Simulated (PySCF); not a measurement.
Molecule: SMILES C1=CC=C(S[SiH3])C=C1, C$_{6}$H$_{8}$SSi.

Cartesian coordinates in Å; atom numbers follow the order of the lines, from 1:
```xyz
16

Si    2.956   -0.331    0.085
S     1.645   -0.250   -1.609
C     0.102   -0.039   -0.736
C    -0.770   -1.110   -0.624
C    -1.972   -0.946    0.041
C    -2.303    0.281    0.590
C    -1.432    1.351    0.467
C    -0.229    1.195   -0.198
H     2.867    0.937    0.800
H     4.252   -0.556   -0.526
H     2.512   -1.426    0.939
H    -0.504   -2.061   -1.060
H    -2.652   -1.781    0.131
H    -3.243    0.406    1.108
H    -1.689    2.312    0.886
H     0.451    2.027   -0.307
```

Frames of a GFN2-xTB Langevin trajectory at 400 K; GIAO PBE0/pcSseg-1 shieldings in PySCF, gas phase, non-relativistic; equivalent atoms averaged within each frame.

References, each an isolated molecule treated in the same way: ²⁹Si (349.16 ppm) and ¹³C (186.93 ppm) and ¹H (31.72 ppm) vs TMS; ³³S (503.73 ppm) against CS2. The references are static minima.

**Question.** How do the shifts (ppm) fluctuate along the trajectory?

**Answer.** 
| time (fs) | Si1 | S2 | C4/C8 | C3 | C5/C7 | C6 | H13/H15 | H12/H16 | H14 | H9/H10/H11 |
| --- | --- | --- | --- | --- | --- | --- | --- | --- | --- | --- |
| optimised geometry | -45.4 | -106 | 141.3 | 140.7 | 134.9 | 133.2 | 7.61 | 7.97 | 7.55 | 4.58 |
| 250 | -47.6 | -148 | 145.0 | 143.6 | 136.3 | 124.9 | 7.93 | 7.50 | 6.28 | 4.61 |
| 425 | -32.7 | -84 | 143.6 | 145.2 | 135.1 | 136.0 | 8.26 | 8.08 | 6.83 | 5.11 |
| 625 | -56.0 | -78 | 138.9 | 144.7 | 131.2 | 137.7 | 7.43 | 7.87 | 8.06 | 4.66 |
| 800 | -53.0 | -102 | 143.6 | 147.5 | 133.4 | 134.1 | 7.91 | 8.10 | 6.91 | 5.57 |
| 1000 | -58.9 | -81 | 134.6 | 143.0 | 133.0 | 122.9 | 7.69 | 7.93 | 7.93 | 5.91 |
| mean of frames | -49.6 | -98 | 141.1 | 144.8 | 133.8 | 131.1 | 7.85 | 7.90 | 7.20 | 5.17 |
| standard deviation | 10.3 | 29 | 4.3 | 1.7 | 1.9 | 6.8 | 0.31 | 0.24 | 0.77 | 0.57 |

5 frames give an uncertainty of the mean of about the standard deviation over 2.2 at best, since frames this close in time may not be independent; classical motion lacks zero-point vibration, and the reference would need the same averaging.
